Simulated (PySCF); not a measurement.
**Worked example: oscillator strength and radiative lifetime**

Nb(O)(OH)(NH2)2 (H5N2NbO2), SMILES [NH2][Nb]([NH2])(=[O])[OH], multiplicity 1.

Geometry: PBE0-D3(BJ)/def2-SVP. The spin state was assumed, not searched. The structure was generated by enumeration; whether it is a known compound was not checked. The def2 effective core potentials stand for the cores of Nb; spin–orbit coupling is left out. One conformer was computed; it need not be the lowest.

TDA-PBE0/def2-SVPD (PySCF 2.14.0) puts the first singlet state with f over 0.02 at 5.53 eV (vertical), with the transition dipole (0.000, 0.000, -0.513) in atomic units.

**Question.** Find the oscillator strength, the wavelength and the radiative lifetime that this transition would have in vacuum if emission retraced absorption.

**Answer.** 
|μ|² = 0.2632 au, so |μ| = 1.30 D. ΔE = 5.53/27.211 = 0.2032 hartree. f = (2/3) ΔE |μ|² = 0.036 (the program prints 0.036).
λ = 1239.84/5.53 = 224 nm; ν = 44602 cm⁻¹.
Einstein's coefficient A = 0.6670 ν² f s⁻¹ (ν in cm⁻¹) = 4.7e7 s⁻¹, so τ = 1/A = 21 ns. This state is S2; the lower singlet has f = 0.018. The figure is the radiative limit of this one transition; relaxation, internal conversion, crossing to triplets and a medium change what is measured.
